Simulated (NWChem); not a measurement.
# CH7NOSi; SMILES C[Si@H](N)O

```xyz
11

C     -0.3401     1.6970    -0.1840
Si    -0.0904    -0.0791     0.3499
N      1.4877    -0.5421    -0.1860
O     -1.2229    -1.1265    -0.2888
H     -0.1721     1.8220    -1.2657
H      0.3477     2.3741     0.3480
H     -1.3678     2.0224     0.0394
H     -0.3250    -0.2090     1.8183
H      1.9128    -1.4091     0.1229
H      2.1930     0.1647    -0.3588
H     -1.0994    -1.3232    -1.2226
```
Atoms are numbered in this order, from 1.

Computed with NWChem. Pople sets run with spherical d functions. Structure relaxed at the PBE0/def2-SVP level. Atomic charges in e: unrestrained fits to the electrostatic potential beside Mulliken populations; buried atoms are poorly determined by the fit.

For level Hartree-Fock/6-31G*:

* **ESP C1**: -0.50
* **Mulliken C1**: -0.82
* **ESP Si2**: 1.22
* **Mulliken Si2**: 1.24
* **ESP N3**: -1.14
* **Mulliken N3**: -1.09
* **ESP O4**: -0.81
* **Mulliken O4**: -0.90

**Question.** What are these values for level B3LYP/def2-SVP?

**Answer.** The ESP C1 is -0.38 and the Mulliken C1 is -0.26. The ESP Si2 is 0.98 and the Mulliken Si2 comes out as 0.66. The ESP N3 is -0.95 and the Mulliken N3 is -0.37. The ESP O4 is -0.69 and the Mulliken O4 is -0.40.
